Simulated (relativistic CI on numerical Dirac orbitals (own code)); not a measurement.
**V2+: resonant inelastic scattering at the M2,3 edge**

Computed with this model: Dirac-Coulomb-Breit CI, separate exchange-only KLI orbitals for each configuration, model QED, valence Slater integrals scaled by 0.8, Kramers-Heisenberg scattering through one core-hole configuration in a parametric crystal field; configurations [Ar] 3d3 → [Ne] 3s2 3p5 3d4; 10 K; core-hole width 1.2 eV; summed over polarisations. Incident energies are the highest absorption maxima for each field (at most a few, so the weaker spin-orbit partner edge can be absent), on the computed scale of the free ion. Intensities are in per cent of the strongest line above 0.02 eV; levels within 1 cm⁻¹ are merged; final levels count from the ground level, the first row holds all elastic scattering, lines under 0.4 are left out and each table stops after 24 rows. The scale of the Slater integrals is a model choice and moves the terms in proportion.

Field parameters in Wybourne normalisation: Oh B⁴₀ = 21Dq, B⁴₄ = √(5/14) B⁴₀. The field is a parameter set, without covalency.

S is read from ⟨S²⟩ = S(S + 1).

Oh, 10Dq = 3250 cm⁻¹:

```tsv
Final level (eV)	Degeneracy	Irrep	S	44.8 eV	48.5 eV	53.1 eV
0.000	4	Γ8	1.50	95.7	140.2	145.8
0.397	2	Γ7	1.50	13.2	5.4	47.3
0.401	4	Γ8	1.50	27.6	19.2	98.3
0.407	4	Γ8	1.50	30.2	17.6	100.0
0.409	2	Γ6	1.50	15.0	7.4	48.2
0.692	2	Γ7	1.50	2.3	40.7	39.9
0.694	4	Γ8	1.50	4.7	73.9	79.0
0.715	4	Γ8	1.50	4.3	70.2	71.9
0.728	2	Γ6	1.50	2.0	33.8	33.9
1.921	2	Γ6	1.50	0.3	3.7	10.4
1.928	4	Γ8	1.29	0.4	5.0	17.5
1.932	4	Γ8	0.83	0.2	1.9	6.3
1.948	4	Γ8	1.49	0.5	5.9	27.3
1.949	2	Γ7	1.49	0.2	3.1	14.8
3.795	4	Γ8	0.50	0.0	0.6	0.2
```

Oh, 10Dq = 7350 cm⁻¹:

```csv
Final level (eV),Degeneracy,Irrep,S,45.1 eV,49.2 eV,53.6 eV
0.000,4,Γ8,1.50,80.2,128.9,124.2
0.904,2,Γ7,1.50,10.7,5.9,45.8
0.909,4,Γ8,1.50,23.8,19.1,92.6
0.915,4,Γ8,1.50,26.8,18.1,90.7
0.917,2,Γ6,1.50,13.1,8.1,44.2
1.499,2,Γ7,1.50,1.7,30.7,49.9
1.500,4,Γ8,1.50,3.5,56.7,100.0
1.517,4,Γ8,1.50,3.9,55.9,88.2
1.528,2,Γ6,1.50,2.0,27.4,41.4
1.772,4,Γ8,0.51,0.0,0.1,0.6
2.641,2,Γ6,1.46,0.2,12.0,3.3
2.644,4,Γ8,1.43,0.4,21.7,7.4
2.664,4,Γ8,1.49,0.5,21.8,10.7
2.665,2,Γ7,1.49,0.2,11.3,5.9
2.699,2,Γ6,0.58,0.0,0.7,0.2
2.725,4,Γ8,0.61,0.1,1.7,0.5
4.339,4,Γ8,0.50,0.0,0.5,0.2
```

For the first field the strongest loss at the lowest incident energy is the level at 0.41 eV (S = 1.50, against 1.50 in the thermal ground state).
